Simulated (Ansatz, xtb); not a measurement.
**Isomers of C3H8BFN2 in order of energy**

3 gas-phase structures of C3H8BFN2, from a drawn sample of its isomers (lower ones may exist). Each was relaxed with GFN2-xTB; where two conformers were screened, the lower at r2SCAN-D4/def2-SVP is listed:

A. `C=CN(C)B(N)F`, a singlet
B. `FC[C@@H]1CNBN1`, a singlet
C. `C[C@@H]1CNB(F)N1`, a singlet

Question: Make a reasoned guess at their ranking by r2SCAN-D4/def2-SVP single-point energy.

Answer: Calculated order at r2SCAN-D4/def2-SVP: C (0.0), A (9.5), B (49.3) kcal/mol.

Energies above the lowest of each column, in kcal/mol; the last columns are at B3LYP/def2-SVP geometries:

```csv
structure,GFN2-xTB,HF/STO-3G,r2SCAN-D4/def2-SVP,B3LYP/def2-SVP,CCSD(T)/def2-SVP + ΔMP2/def2-TZVPP
C,0.0,0.0,0.0,0.0,0.0
A,18.5,43.3,9.5,7.9,9.0
B,31.8,44.9,49.3,48.4,47.7
```

Every level run on C puts it lowest or level with the lowest. Flexible structures stand in one conformer each, not always the lowest. ΔMP2 is the change of the MP2 energy from the smaller to the larger basis.

Programs: Ansatz 0.2.0, xtb 6.7.1.
